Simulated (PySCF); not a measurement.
## Exercise with solution: oscillator strength and radiative lifetime

Al(F)2(SiH3) (AlF2H3Si), SMILES [Al]([F])([SiH3])[F].

The structure is a stationary point at B3LYP-D3(BJ)/def2-SVP.

TDA-M06-2X/def2-SVPD (PySCF) puts the first singlet state with f over 0.02 at 6.32 eV (vertical), with the transition dipole (-0.319, 0.410, 0.694) in atomic units.

Q: Find the oscillator strength, the wavelength and the radiative lifetime that this transition would have in vacuum if emission retraced absorption.

A: 
|μ|² = 0.7515 au, so |μ| = 2.20 D. ΔE = 6.32/27.211 = 0.2323 hartree. f = (2/3) ΔE |μ|² = 0.116 (the program prints 0.116).
λ = 1239.84/6.32 = 196 nm; ν = 50974 cm⁻¹.
Einstein's coefficient A = 0.6670 ν² f s⁻¹ (ν in cm⁻¹) = 2.0e8 s⁻¹, so τ = 1/A = 5.0 ns. This state is S1. The figure is the radiative limit of this one transition; relaxation, internal conversion, crossing to triplets and a medium change what is measured.
